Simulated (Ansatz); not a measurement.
Reaction (formal exchange of groups at a B–B bond): `ClB(Cl)B(Cl)Cl` + `CC(C)C` → `CC(C)CB(Cl)Cl` + `ClBCl`

Program: Ansatz. Geometries: PBE0-D4/def2-TZVP. ΔE: electronic, gas phase. CCSD(T)/CBS adds triple-zeta CCSD(T) − MP2 to the extrapolated MP2 energy (def2 sets, frozen cores). This one scheme is used for every species. Functionals use def2-TZVPP. One conformer a species, not always the lowest.

| level | ΔE (kcal/mol) |
| --- | --- |
| PBE0-D4 | -4.3 |
| r2SCAN0-D4 | -5.3 |
| PBE | -2.8 |
| r2SCAN | -4.4 |
| r2SCANh | -4.7 |
| BHLYP | -4.8 |
| CCSD(T)/def2-TZVPP | -5.3 |
| SCS-MP2/def2-QZVPP | -5.7 |

What does CCSD(T)/CBS give? (Best estimate.)

Ansatz gave: -5.4 kcal/mol. The listed levels differ from it by 1.1, 0.1, 2.6, 1.0, 0.7, 0.6, 0.1, -0.3 kcal/mol.

Largest T1 diagnostic among the species: 0.013.

From PBE to PBE0 (25 % exact exchange), in def2-TZVPP and without D4, ΔE moves by −1.2 kcal/mol. Leaving LDA and LC-ωPBE aside and taking each functional with its dispersion term where it has one, the values, not all of them listed here, spread over 3.6 kcal/mol, from ωB97M-V to revPBE-D4. LDA lies −2.3 kcal/mol from PBE without D4.
